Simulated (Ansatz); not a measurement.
Si₄₃H₅₆⁺, a nanocrystal cut from cubic silicon. The state is a doublet with charge 1. Geometry PBE-D4/def2-SVP, that of the neutral singlet; atoms count from 1.

```xyz
99

Si    2.467    4.456    3.054
Si    6.108    3.033    3.405
Si    3.090    1.193    4.593
Si    5.049   -0.134    1.446
Si   -1.169    5.839    2.628
Si   -0.450    2.546    4.165
Si   -2.014    2.711    0.525
Si    3.801    0.242   -2.089
Si   -0.112    1.800   -2.591
Si    1.521    1.282    0.942
Si    1.992   -2.246    2.387
Si   -1.541   -0.812    1.896
Si    0.567   -1.789   -1.150
Si    4.085   -3.236   -0.666
Si    0.986   -5.577   -0.018
Si    3.220   -6.260   -2.924
Si   -5.567    4.121    0.089
Si   -5.074    0.583    1.458
Si   -6.543    0.977   -2.052
Si   -2.986   -0.420   -1.607
Si   -2.538   -4.173   -0.410
Si   -4.063   -3.472   -3.714
Si   -0.443   -4.904   -3.320
Si    4.715    4.638    2.373
Si    1.092    6.039    1.975
Si    1.623    2.251    3.085
Si    3.696    1.197    0.055
Si    5.185    0.865    3.572
Si    4.171   -2.324    1.508
Si    0.143    2.628   -0.405
Si   -3.353    4.204   -0.708
Si   -1.951    3.612    2.698
Si   -2.911    0.534    0.544
Si    2.747   -1.858   -2.026
Si   -0.810   -0.443   -2.497
Si    0.637   -0.896    1.024
Si   -0.312   -3.974   -1.154
Si    1.640   -5.257   -4.366
Si    3.230   -5.427   -0.714
Si   -4.418    0.770   -3.047
Si   -6.440    1.933    0.098
Si   -1.984   -3.859   -4.766
Si   -3.880   -2.595   -1.529
H     2.461    4.855    4.514
H     6.333    3.519    4.817
H     7.448    2.991    2.714
H     3.285    2.156    5.741
H     2.513   -0.078    5.156
H     6.439   -0.182    0.852
H    -1.247    6.377    4.037
H    -2.041    6.705    1.754
H    -0.189    3.487    5.319
H    -0.988    1.262    4.735
H     5.257    0.019   -2.426
H     3.210    1.141   -3.142
H    -1.188    2.603   -3.280
H     1.156    1.950   -3.388
H     2.009   -1.687    3.785
H     1.404   -3.631    2.456
H    -1.507   -0.258    3.296
H    -2.112   -2.203    1.975
H     5.483   -3.258   -1.241
H     0.833   -5.484    1.475
H     0.463   -6.928   -0.449
H     4.599   -6.177   -3.532
H     2.843   -7.719   -2.836
H    -5.567    4.632    1.509
H    -6.455    5.025   -0.731
H    -5.010    1.137    2.860
H    -5.618   -0.822    1.526
H    -7.458    1.791   -2.933
H    -7.131   -0.407   -1.923
H    -2.653   -4.093    1.088
H    -2.999   -5.549   -0.833
H    -4.935   -2.605   -4.587
H    -4.728   -4.822   -3.591
H    -1.003   -6.289   -3.075
H     5.209    6.008    2.776
H     4.814    4.550    0.874
H     1.577    7.413    2.375
H     1.229    5.931    0.481
H     4.260    2.596    0.002
H     6.081    0.038    4.466
H     5.052   -3.190    2.379
H     0.725    4.019   -0.469
H    -2.801    5.596   -0.518
H    -3.316    3.890   -2.179
H    -3.351    3.620    3.269
H     2.699   -2.430   -3.421
H    -0.838   -1.010   -3.895
H     2.166   -3.962   -4.923
H     1.417   -6.191   -5.531
H     4.102   -6.331    0.128
H    -3.861    2.128   -3.377
H    -4.539   -0.006   -4.336
H    -7.842    1.983    0.664
H    -1.417   -2.579   -5.315
H    -2.215   -4.788   -5.935
H    -5.265   -2.537   -0.925
```

Single mean-field runs in def2-SVP are fitted with def2-universal-jkfit.

**Question.** Estimate the Mulliken populations of the heavy atoms from the PBE0/def2-SVP orbitals of Ansatz.

**Answer.** 
| atom | charge (e) | spin (α − β) |
| --- | --- | --- |
| Si1 | -0.08 | 0.00 |
| Si2 | 0.09 | 0.00 |
| Si3 | 0.11 | 0.01 |
| Si4 | -0.03 | 0.01 |
| Si5 | 0.08 | 0.00 |
| Si6 | 0.13 | 0.02 |
| Si7 | -0.25 | 0.03 |
| Si8 | 0.13 | -0.01 |
| Si9 | 0.13 | -0.01 |
| Si10 | -0.15 | 0.03 |
| Si11 | 0.15 | 0.07 |
| Si12 | 0.23 | 0.10 |
| Si13 | -0.15 | 0.03 |
| Si14 | -0.03 | 0.01 |
| Si15 | 0.11 | 0.01 |
| Si16 | 0.09 | 0.00 |
| Si17 | 0.09 | 0.01 |
| Si18 | 0.16 | 0.07 |
| Si19 | 0.09 | 0.01 |
| Si20 | -0.25 | 0.03 |
| Si21 | 0.13 | 0.02 |
| Si22 | 0.08 | 0.00 |
| Si23 | -0.08 | 0.00 |
| Si24 | 0.08 | 0.00 |
| Si25 | 0.08 | 0.00 |
| Si26 | -0.25 | 0.01 |
| Si27 | -0.03 | 0.04 |
| Si28 | -0.07 | 0.00 |
| Si29 | -0.02 | 0.01 |
| Si30 | 0.05 | 0.06 |
| Si31 | 0.12 | 0.05 |
| Si32 | -0.04 | 0.01 |
| Si33 | -0.20 | 0.05 |
| Si34 | -0.03 | 0.04 |
| Si35 | 0.05 | 0.06 |
| Si36 | -0.19 | 0.05 |
| Si37 | -0.25 | 0.01 |
| Si38 | 0.08 | 0.00 |
| Si39 | -0.07 | 0.00 |
| Si40 | 0.12 | 0.05 |
| Si41 | -0.13 | 0.02 |
| Si42 | 0.08 | 0.00 |
| Si43 | -0.04 | 0.01 |
Mulliken values depend strongly on the basis.

**Question.** Where does the spin sit?

**Answer.** Summed by element: Si 0.91, H 0.09, of 1 unpaired in all. Largest on single atoms: Si12 0.10, Si11 0.07, Si18 0.07.

**Question.** And the Mayer bond orders between heavy atoms (over 0.3, the first 40 of 58)?

**Answer.** Si1–Si24 0.94 (2.36 Å); Si1–Si25 0.94 (2.36 Å); Si1–Si26 0.91 (2.36 Å); Si2–Si24 0.95 (2.36 Å); Si2–Si28 0.93 (2.36 Å); Si3–Si26 0.90 (2.36 Å); Si3–Si28 0.93 (2.35 Å); Si4–Si27 0.91 (2.35 Å); Si4–Si28 0.93 (2.35 Å); Si4–Si29 0.93 (2.36 Å); Si5–Si25 0.95 (2.36 Å); Si5–Si32 0.93 (2.36 Å); Si6–Si26 0.91 (2.36 Å); Si6–Si32 0.92 (2.35 Å); Si7–Si30 0.89 (2.35 Å); Si7–Si31 0.88 (2.35 Å); Si7–Si32 0.91 (2.35 Å); Si7–Si33 0.94 (2.35 Å); Si8–Si27 0.94 (2.35 Å); Si8–Si34 0.94 (2.35 Å); Si9–Si30 0.94 (2.35 Å); Si9–Si35 0.94 (2.35 Å); Si10–Si26 0.92 (2.35 Å); Si10–Si27 0.88 (2.35 Å); Si10–Si30 0.88 (2.35 Å); Si10–Si36 0.94 (2.35 Å); Si11–Si29 0.92 (2.35 Å); Si11–Si36 0.87 (2.35 Å); Si12–Si33 0.88 (2.35 Å); Si12–Si36 0.88 (2.35 Å); Si13–Si34 0.88 (2.35 Å); Si13–Si35 0.88 (2.35 Å); Si13–Si36 0.94 (2.35 Å); Si13–Si37 0.92 (2.35 Å); Si14–Si29 0.93 (2.36 Å); Si14–Si34 0.91 (2.35 Å); Si14–Si39 0.93 (2.35 Å); Si15–Si37 0.90 (2.36 Å); Si15–Si39 0.93 (2.35 Å); Si16–Si38 0.95 (2.36 Å).
